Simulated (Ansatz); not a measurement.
Computed with Ansatz.

A structure relaxed at PBE0-D4/def2-TZVP, charge 0, multiplicity 1:

```xyz
15

C     0.896   -1.395   -0.377
N    -0.084   -0.386   -0.053
C    -1.440   -0.879   -0.057
Si    0.321    1.269   -0.057
O     1.787    1.491    0.646
O    -0.926    2.000    0.725
H     0.719   -1.836   -1.368
H     0.872   -2.214    0.355
H     1.903   -0.973   -0.372
H    -1.558   -1.687    0.678
H    -2.135   -0.083    0.206
H    -1.726   -1.284   -1.038
H     0.508    1.910   -1.382
H     1.894    1.128    1.528
H    -1.032    2.939    0.566
```

Q: Give its formula and SMILES.

A: C2H9NO2Si, `CN(C)[SiH](O)O`.

Q: Point group (tolerance 0.08 Å, 0.16 Å for H)?

A: C1.

Q: Summarise the bond lengths by kind.

A: 2 × C–N 1.443 Å; 6 × C–H 1.089 to 1.100 Å; 1 × N–Si 1.703 Å; 2 × O–Si 1.641 to 1.643 Å; 1 × H–Si 1.485 Å; 2 × H–O 0.958 to 0.959 Å.
